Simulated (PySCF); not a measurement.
C4H9O2S (SMILES O=S1(=[OH+])CCCC1), charge +1, singlet, geometry from GFN2-xTB; CASSCF(6,5)/STO-3G (PySCF).

PySCF was given this input:
```python
from pyscf import gto, scf, mcscf
import numpy

mol = gto.Mole()
mol.atom = '''
    O     1.50494774    0.47572494   -1.24687848
    S     0.62737224    0.24758321   -0.16001045
    O     1.27262557    0.71065169    1.20342172
    C    -0.98671075    1.06931918   -0.20449815
    C    -1.93264361   -0.11710003   -0.28043327
    C    -1.33714770   -1.24494739    0.57241370
    C     0.09151779   -1.46011487    0.11107734
    H     2.18546448    1.02681541    1.19057562
    H    -1.03059997    1.73626438   -1.05948813
    H    -1.08477297    1.62574206    0.72386417
    H    -2.03748039   -0.45060767   -1.31398162
    H    -2.92214928    0.15354737    0.08657697
    H    -1.35027279   -0.96176404    1.62591550
    H    -1.92500285   -2.15526962    0.46017595
    H     0.73532841   -1.93207700    0.84573133
    H     0.16084887   -1.97793665   -0.84290652
'''
mol.basis = 'sto-3g'
mol.charge = 1
mol.verbose = 4
mol.build()

mf = scf.RHF(mol)
mf.kernel()
mc = mcscf.CASSCF(mf, 5, 6)
mc.fix_spin_(ss=0.0)
mc.kernel()
occ = numpy.linalg.eigvalsh(mc.fcisolver.make_rdm1(mc.ci, mc.ncas, mc.nelecas))[::-1]
ss = mc.fcisolver.spin_square(mc.ci, mc.ncas, mc.nelecas)[0]
print('natural occupations', occ.round(4), ' <S^2>', round(ss, 4))
```

It wrote (shortened):

```
PySCF version 2.14.0

[INPUT] verbose = 4
[INPUT] num. atoms = 16
[INPUT] num. electrons = 64
[INPUT] charge = 1
[INPUT] spin (= nelec alpha-beta = 2S) = 0
[INPUT] symmetry False subgroup None
[INPUT] Mole.unit = angstrom
[INPUT] Symbol           X                Y                Z      unit          X                Y                Z       unit  Magmom
[...]
nuclear repulsion = 441.74847370451
number of shells = 32
number of NR pGTOs = 144
number of NR cGTOs = 48
basis = sto-3g
ecp = {}

******** <class 'pyscf.scf.hf.RHF'> ********
method = RHF
initial guess = minao
damping factor = 0
level_shift factor = 0
DIIS = <class 'pyscf.scf.diis.CDIIS'>
diis_start_cycle = 1
diis_space = 8
diis_damp = 0
SCF conv_tol = 1e-09
SCF conv_tol_grad = None
SCF max_cycles = 50
direct_scf = True
direct_scf_tol = 1e-13
Set gradient conv threshold to 3.16228e-05
Initial guess from minao.
init E= -697.789755394437
[...]
cycle= 1 E= -695.056960906952  delta_E= 2.73  |g|= 0.777  |ddm|= 5.06
[...]
cycle= 2 E= -695.22434692141  delta_E= -0.167  |g|= 0.46  |ddm|= 1.89
[...]
cycle= 3 E= -695.290586181386  delta_E= -0.0662  |g|= 0.0938  |ddm|= 0.785
[...]
cycle= 4 E= -695.294248245753  delta_E= -0.00366  |g|= 0.0267  |ddm|= 0.171
[...]
cycle= 5 E= -695.294878157251  delta_E= -0.00063  |g|= 0.00791  |ddm|= 0.0964
[...]
cycle= 6 E= -695.294932717979  delta_E= -5.46e-05  |g|= 0.00167  |ddm|= 0.0325
[...]
cycle= 7 E= -695.294934750245  delta_E= -2.03e-06  |g|= 0.0003  |ddm|= 0.00654
[...]
cycle= 8 E= -695.294934808315  delta_E= -5.81e-08  |g|= 8.4e-05  |ddm|= 0.000734
[...]
cycle= 9 E= -695.294934814863  delta_E= -6.55e-09  |g|= 2.13e-05  |ddm|= 0.000329
[...]
cycle= 10 E= -695.29493481531  delta_E= -4.48e-10  |g|= 7.86e-06  |ddm|= 7.79e-05
[...]
Extra cycle  E= -695.294934815361  delta_E= -5.02e-11  |g|= 4.3e-06  |ddm|= 2.03e-05
converged SCF energy = -695.294934815361

******** <class 'pyscf.mcscf.mc1step.CASSCF'> ********
CAS (3e+3e, 5o), ncore = 29, nvir = 14
max_cycle_macro = 50
max_cycle_micro = 4
conv_tol = 1e-07
conv_tol_grad = None
orbital rotation max_stepsize = 0.02
orbital rotation threshold for CI restart = 0.01
augmented hessian ah_max_cycle = 30
augmented hessian ah_conv_tol = 1e-12
augmented hessian ah_linear dependence = 1e-14
augmented hessian ah_level shift = 1e-08
augmented hessian ah_start_tol = 2.5
augmented hessian ah_start_cycle = 3
augmented hessian ah_grad_trust_region = 3
kf_trust_region = 3
kf_interval = 4
ci_response_space = 4
ci_grad_trust_region = 3
with_dep4 0
natorb = False
canonicalization = True
sorting_mo_energy = False
ao2mo_level = 2
internal_rotation = False
******** <class 'pyscf.fci.addons.SpinPenaltyFCISolver'> ********
max. cycles = 50
conv_tol = 1e-08
davidson only = True
linear dependence = 1e-12
level shift = 0.001
max iter space = 12
nroots = 1
pspace_size = 400
spin = None
CASCI E = -695.302064680225  S^2 = 0.0000000
Set conv_tol_grad to 0.000316228
macro iter   1 ( 21 JK    4 micro), CASSCF E = -695.311489978183  dE = -9.42529796e-03  S^2 = 0.0000000
               |grad[o]|=0.0216  |grad[c]|=0.029  |ddm|=0.059  |maxRot[o]|=0.272
macro iter   2 ( 21 JK    4 micro), CASSCF E = -695.317956355446  dE = -6.46637726e-03  S^2 = 0.0000000
               |grad[o]|=0.0274  |grad[c]|=0.0142  |ddm|=0.0361  |maxRot[o]|=0.314
macro iter   3 ( 21 JK    4 micro), CASSCF E = -695.322433247417  dE = -4.47689197e-03  S^2 = 0.0000000
               |grad[o]|=0.0232  |grad[c]|=0.0145  |ddm|=0.0137  |maxRot[o]|=0.185
macro iter   4 (  7 JK    2 micro), CASSCF E = -695.324204608066  dE = -1.77136065e-03  S^2 = 0.0000000
               |grad[o]|=0.0119  |grad[c]|=0.00949  |ddm|=0.0234  |maxRot[o]|=0.0698
macro iter   5 ( 21 JK    4 micro), CASSCF E = -695.324052171093  dE =  1.52436973e-04  S^2 = 0.0000000
               |grad[o]|=0.00708  |grad[c]|=0.0192  |ddm|=0.00313  |maxRot[o]|=0.0578
macro iter   6 ( 21 JK    4 micro), CASSCF E = -695.324600531443  dE = -5.48360350e-04  S^2 = 0.0000000
[...]
               |grad[o]|=0.00263  |grad[c]|=0.0258  |ddm|=0.00938  |maxRot[o]|=0.0578
macro iter  33 ( 21 JK    4 micro), CASSCF E = -695.327596487305  dE =  4.36573202e-06  S^2 = 0.0000000
               |grad[o]|=0.00139  |grad[c]|=0.00304  |ddm|=0.00086  |maxRot[o]|=0.0205
macro iter  34 ( 21 JK    4 micro), CASSCF E = -695.327635265017  dE = -3.87777126e-05  S^2 = 0.0000000
               |grad[o]|=0.000882  |grad[c]|=0.00179  |ddm|=0.000512  |maxRot[o]|=0.0212
macro iter  35 ( 21 JK    4 micro), CASSCF E = -695.327632461417  dE =  2.80359984e-06  S^2 = 0.0000000
               |grad[o]|=0.000768  |grad[c]|=0.00334  |ddm|=0.00134  |maxRot[o]|=0.0035
macro iter  36 ( 21 JK    4 micro), CASSCF E = -695.327657615798  dE = -2.51543809e-05  S^2 = 0.0000000
               |grad[o]|=0.000711  |grad[c]|=0.000537  |ddm|=0.000237  |maxRot[o]|=0.0144
macro iter  37 (  7 JK    2 micro), CASSCF E = -695.327686137893  dE = -2.85220951e-05  S^2 = 0.0000000
               |grad[o]|=0.000574  |grad[c]|=0.00252  |ddm|=0.00142  |maxRot[o]|=0.021
macro iter  38 (  5 JK    2 micro), CASSCF E = -695.327698857155  dE = -1.27192618e-05  S^2 = 0.0000000
               |grad[o]|=0.000393  |grad[c]|=0.00146  |ddm|=0.00116  |maxRot[o]|=0.0164
macro iter  39 (  8 JK    3 micro), CASSCF E = -695.327676125508  dE =  2.27316467e-05  S^2 = 0.0000000
               |grad[o]|=0.000311  |grad[c]|=0.0041  |ddm|=0.0025  |maxRot[o]|=0.0234
macro iter  40 ( 21 JK    4 micro), CASSCF E = -695.327676172992  dE = -4.74832405e-08  S^2 = 0.0000000
               |grad[o]|=0.000505  |grad[c]|=0.00239  |ddm|=0.000917  |maxRot[o]|=0.00465
macro iter  41 ( 25 JK    4 micro), CASSCF E = -695.327691339762  dE = -1.51667704e-05  S^2 = 0.0000000
               |grad[o]|=0.000511  |grad[c]|=0.000451  |ddm|=0.000169  |maxRot[o]|=0.0133
macro iter  42 (  7 JK    2 micro), CASSCF E = -695.327703108242  dE = -1.17684799e-05  S^2 = 0.0000000
               |grad[o]|=0.000321  |grad[c]|=0.00179  |ddm|=0.00113  |maxRot[o]|=0.0181
macro iter  43 ( 16 JK    4 micro), CASSCF E = -695.327674234573  dE =  2.88736688e-05  S^2 = 0.0000000
               |grad[o]|=0.000212  |grad[c]|=0.00182  |ddm|=0.000952  |maxRot[o]|=0.0254
macro iter  44 ( 21 JK    4 micro), CASSCF E = -695.327683799871  dE = -9.56529789e-06  S^2 = 0.0000000
               |grad[o]|=0.000584  |grad[c]|=0.00169  |ddm|=0.000917  |maxRot[o]|=0.0179
macro iter  45 (  6 JK    2 micro), CASSCF E = -695.327702006498  dE = -1.82066273e-05  S^2 = 0.0000000
               |grad[o]|=0.000419  |grad[c]|=0.00264  |ddm|=0.0016  |maxRot[o]|=0.0195
macro iter  46 (  9 JK    3 micro), CASSCF E = -695.327684900687  dE =  1.71058116e-05  S^2 = 0.0000000
               |grad[o]|=0.000241  |grad[c]|=0.00288  |ddm|=0.00188  |maxRot[o]|=0.0194
macro iter  47 ( 21 JK    4 micro), CASSCF E = -695.327686077190  dE = -1.17650313e-06  S^2 = 0.0000000
               |grad[o]|=0.00042  |grad[c]|=0.00204  |ddm|=0.000835  |maxRot[o]|=0.00542
macro iter  48 (  6 JK    2 micro), CASSCF E = -695.327703253576  dE = -1.71763862e-05  S^2 = 0.0000000
               |grad[o]|=0.000435  |grad[c]|=0.00262  |ddm|=0.00151  |maxRot[o]|=0.0216
macro iter  49 (  9 JK    3 micro), CASSCF E = -695.327691521592  dE =  1.17319836e-05  S^2 = 0.0000000
               |grad[o]|=0.000211  |grad[c]|=0.00227  |ddm|=0.00124  |maxRot[o]|=0.0171
macro iter  50 (  7 JK    2 micro), CASSCF E = -695.327702636526  dE = -1.11149341e-05  S^2 = 0.0000000
               |grad[o]|=0.000332  |grad[c]|=0.00128  |ddm|=0.000673  |maxRot[o]|=0.0135
1-step CASSCF not converged,  50 macro (645 JK 148 micro) steps
CASSCF canonicalization
Density matrix diagonal elements [1.98742984 1.99072709 1.96282337 0.0284598  0.03055989]
CASSCF energy = -695.327702636526
CASCI E = -695.327702636526  E(CI) = -10.0307172237775  S^2 = 0.0000000
natural occupations [1.9962 1.9824 1.9641 0.0291 0.0282]  <S^2> 0.0
```

The run did not converge; its last values are not results.
